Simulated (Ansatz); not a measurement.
Born–Oppenheimer molecular dynamics of ClH₄InO₂ (8 atoms, charge 0, multiplicity 1). It starts at the highest image of a converged band. Of that band: Beside the main top the profile has a ripple of under 15 meV (maxima at images 1, 3), which may be a very shallow well or noise. A structure lower than the first end lies on the path between it and the top, so the climb from that side starts below the end, which may itself be a saddle point or a shallow side well. Neighbouring images differ by up to 1.8 eV, so the band resolves the path poorly. A vibrational analysis at the climbing image gives one clearly imaginary mode, 1717i cm⁻¹: a first-order saddle point.

Computed with RHF/def2-SVP in Ansatz.

| Item | Value |
| --- | --- |
| ensemble | NVE (velocity Verlet) |
| time step | 0.5 fs |
| steps asked | 200 |
| starting velocities drawn for | 100 K |
| seed | 6119 |

First frame:

```xyz
8
Properties=species:S:1:pos:R:3
In -0.014 0.128 0.042
O 0.141 0.121 2.136
H -0.454 -0.231 2.784
Cl 1.885 -0.471 -1.189
O -1.850 -0.192 -0.592
H -2.003 -0.422 -1.495
H 0.176 1.954 0.936
H 0.142 1.351 1.700
```

(1) How far do the bonds stretch over the last three quarters of this one trajectory? (Pairs bonded in most of those frames.)

Results:

(1) 
```csv
bond,mean (Å),spread (Å),shortest,longest
In1–Cl4,2.415,0.044,2.35,2.47
In1–O5,2.004,0.034,1.95,2.06
In1–H7,1.748,0.080,1.62,1.88
O2–H3,0.951,0.030,0.89,1.01
O2–H8,0.967,0.069,0.86,1.08
O5–H6,0.947,0.018,0.92,0.97
```

Mean temperature of the second half: 1711 K. The conserved energy stayed within 1.1 meV per atom of its start (net change -0.48 meV per atom), so the integration is sound. The kinetic energy rose, since the run started high on the potential surface and went downhill. It ends in pieces (ClH2InO + H2O), so much of that is their flight and rotation, not heat. A run of 0.1 ps of so small a system gives no equilibrium averages. The orbitals stay closed-shell, which can raise the energy where a bond breaks towards radicals; this wasn't checked here.

Time of the run: 8.1 min on 1 thread of Arm Neoverse V1 (shared host), peak memory 0.18 GiB.
